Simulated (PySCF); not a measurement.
Al(F)2(SeH), SMILES [F][Al]([F])[SeH] (CAM-B3LYP/def2-SVP optimised geometry):

```
5

Al    -0.234     0.640     0.000
F     -1.017     2.090     0.000
F      1.414     0.640     0.000
Se    -1.414    -1.308    -0.004
H     -0.168    -2.090     0.006
```

Level of theory: CAM-B3LYP/def2-TZVP (PySCF).

Q: What are the frontier orbital energies and the dipole moment?

A: HOMO-2 -12.73 eV, HOMO-1 -10.82 eV, HOMO -9.21 eV, LUMO -0.32 eV, LUMO+1 0.47 eV; dipole moment 1.47 D.

On the same geometry PBE/def2-TZVP in PySCF gives HOMO-2 -9.48 eV, HOMO-1 -8.29 eV, HOMO -6.78 eV, LUMO -2.03 eV, LUMO+1 -1.19 eV; dipole moment 1.51 D.

Meta-Löwdin charges at CAM-B3LYP/def2-TZVP: Al1 1.21, F2 -0.53, F3 -0.53, Se4 -0.24, H5 0.09.
